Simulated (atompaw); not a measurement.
An all-electron radial function and its pseudo partner (Ca)

Columns: radius, all-electron u(r) and pseudo u(r) of the 4p shell (level -1.44 eV) of calcium in the configuration [Ne] 3s2 3p6 3d0 4s2 4p0; LDA (PW92), scalar-relativistic, PAW (atompaw) scheme, atompaw 4.2.0.5.

```json
{"r (bohr)": "0.075", "all-electron": "0.0513", "pseudo": "-0.0018"}
{"r (bohr)": "0.150", "all-electron": "0.0982", "pseudo": "-0.0072"}
{"r (bohr)": "0.225", "all-electron": "0.1012", "pseudo": "-0.0157"}
{"r (bohr)": "0.300", "all-electron": "0.0712", "pseudo": "-0.0270"}
{"r (bohr)": "0.375", "all-electron": "0.0244", "pseudo": "-0.0403"}
{"r (bohr)": "0.450", "all-electron": "-0.0269", "pseudo": "-0.0550"}
{"r (bohr)": "0.525", "all-electron": "-0.0751", "pseudo": "-0.0700"}
{"r (bohr)": "0.600", "all-electron": "-0.1157", "pseudo": "-0.0846"}
{"r (bohr)": "0.675", "all-electron": "-0.1471", "pseudo": "-0.0980"}
{"r (bohr)": "0.750", "all-electron": "-0.1687", "pseudo": "-0.1093"}
{"r (bohr)": "0.825", "all-electron": "-0.1810", "pseudo": "-0.1179"}
{"r (bohr)": "0.900", "all-electron": "-0.1850", "pseudo": "-0.1232"}
{"r (bohr)": "0.975", "all-electron": "-0.1817", "pseudo": "-0.1249"}
{"r (bohr)": "1.050", "all-electron": "-0.1724", "pseudo": "-0.1228"}
{"r (bohr)": "1.125", "all-electron": "-0.1582", "pseudo": "-0.1168"}
{"r (bohr)": "1.200", "all-electron": "-0.1401", "pseudo": "-0.1070"}
{"r (bohr)": "1.275", "all-electron": "-0.1191", "pseudo": "-0.0937"}
{"r (bohr)": "1.350", "all-electron": "-0.0958", "pseudo": "-0.0773"}
{"r (bohr)": "1.425", "all-electron": "-0.0710", "pseudo": "-0.0582"}
{"r (bohr)": "1.500", "all-electron": "-0.0451", "pseudo": "-0.0369"}
{"r (bohr)": "1.575", "all-electron": "-0.0186", "pseudo": "-0.0138"}
{"r (bohr)": "1.650", "all-electron": "0.0080", "pseudo": "0.0105"}
{"r (bohr)": "1.725", "all-electron": "0.0346", "pseudo": "0.0356"}
{"r (bohr)": "1.800", "all-electron": "0.0609", "pseudo": "0.0612"}
{"r (bohr)": "1.875", "all-electron": "0.0867", "pseudo": "0.0867"}
{"r (bohr)": "1.950", "all-electron": "0.1118", "pseudo": "0.1118"}
```

Question: How many radial nodes do the two functions have?

Answer: The all-electron 4p function has n − l − 1 = 2; the pseudo-wave has 1, since 1 lower shell of the same l stays in the valence.

Question: Is the pseudo-wave norm-conserving?

Answer: No, it belongs to a PAW set: the norm inside the radius is not constrained, and the difference is carried by the augmentation charge.
